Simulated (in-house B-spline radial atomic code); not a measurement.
Results of a calculation; reference values are marked as such.
**Correlation energy from the adiabatic connection: −Z exp(−kr)/r, Z = 9.52, k = 0.64**

Two electrons in a singlet, external potential −Z exp(−kr)/r, Z = 9.52, k = 0.64 (atomic units). Full CI in B-splines (partial waves to l = 8, correlation up to 0.6 % small) with the density held fixed gives W(λ) = <V_ee>_λ − U, and E_c is the integral of W(λ) − W(0) from 0 to 1.

```json
{"λ": "0", "W(λ) − W(0) (hartree)": "0.00000"}
{"λ": "0.02", "W(λ) − W(0) (hartree)": "-0.00186"}
{"λ": "0.05", "W(λ) − W(0) (hartree)": "-0.00466"}
{"λ": "0.12", "W(λ) − W(0) (hartree)": "-0.01114"}
{"λ": "0.25", "W(λ) − W(0) (hartree)": "-0.02310"}
{"λ": "0.4", "W(λ) − W(0) (hartree)": "-0.03674"}
{"λ": "0.6", "W(λ) − W(0) (hartree)": "-0.05467"}
{"λ": "0.8", "W(λ) − W(0) (hartree)": "-0.07233"}
{"λ": "1", "W(λ) − W(0) (hartree)": "-0.08971"}
```

Problem. Integrate the table by the trapezoid rule.

Solution. The strips give -0.00002, -0.00010, -0.00055, -0.00223, -0.00449, -0.00914, -0.01270, -0.01620, which sum to -0.04543 hartree. The direct value, W(1) − W(0) + T_c with T_c = 0.04427, is -0.04545; the curve is convex, so chords lie above it and the trapezoids fall short in size by 0.04 %.

Problem. Now use only three numbers: W(0) = -5.7033, the initial slope W'(0) = -0.09331 (extrapolated from the first points) and the strong-coupling limit of the point-charge-plus-continuum model, W∞ = -8.0973. What do second-order theory and the interpolation W(λ) = W∞ + (W(0) − W∞)/√(1 + 2χλ) of Seidl, Perdew and Levy give?

Solution. Second order keeps the slope alone: E_c = W'(0)/2 = -0.04666, +3 % in size against -0.04545. Matching the slope fixes χ = W'(0)/(W∞ − W(0)) = -0.09331/(-2.39400) = 0.03898. Integrating, with s = √(1 + 2χ) = 1.038245, E_c = −(W(0) − W∞)(s − 1)/(s + 1) = −2.39400 × 0.038245/2.038245 = -0.04492 hartree, -1.2 % in size against the full result. At λ = 1 the formula gives W − W(0) = -0.08819 against -0.08971. Part of the miss can come from the model's W∞.
